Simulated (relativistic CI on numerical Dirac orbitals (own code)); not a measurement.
## Tc6+: 4p photoemission

Computed with this model: Dirac-Coulomb-Breit CI, orbitals from a KLI potential per configuration, a model potential for QED, multiplet model of photoemission in the sudden approximation, unscaled Slater integrals; configurations [Kr] 4d → [Ar] 3d10 4s2 4p5 4d; 300 K; Lorentzian 1.68 eV and Gaussian 0.6 eV FWHM. Energies are those of the free ion, without screening or charge transfer. The energies are binding energies and can lie tens of eV above those of solids. S is read from ⟨S²⟩ = S(S + 1).

Field parameters in Wybourne normalisation: Oh B⁴₀ = 21Dq, B⁴₄ = √(5/14) B⁴₀. The field is a parameter set, without covalency.

Computed curve for free ion, scaled to 100 at the maximum (points under 2 are left out and the grid is thinned):

Energy (eV), Intensity and a bar:
```
    122.4        2.0 
    123.0        2.4 
    123.8        2.9 
    124.4        3.5 
    125.2        4.7 #
    125.8        6.0 #
    126.6        9.0 ##
    127.2       13.3 ####
    128.0       25.9 #######
    128.6       41.5 ############
    129.4       53.8 ################
    130.0       62.9 ###################
    130.8       93.1 ############################
    131.4       98.3 ##############################
    132.0       78.4 ########################
    132.8       48.1 ##############
    133.4       45.7 ##############
    134.2       69.3 #####################
    134.8       78.1 ########################
    135.6       46.7 ##############
    136.2       29.4 #########
    137.0       15.4 ####
    137.6       10.2 ###
    138.4        6.6 #
    139.0        5.1 #
    139.8        3.9 #
    140.4        3.3 
    141.0        2.8 
    141.8        2.4 
    142.4        2.2 
    144.4        2.0 
    145.0        2.2 
    145.8        2.9 
    146.4        4.2 #
    147.2        8.6 ##
    147.8       14.0 ####
    148.6       11.3 ###
    149.2        6.2 #
    150.0        3.0 
    150.6        2.0
```

The ground state has S = 0.50, and the centroid lies at 133.11 eV.
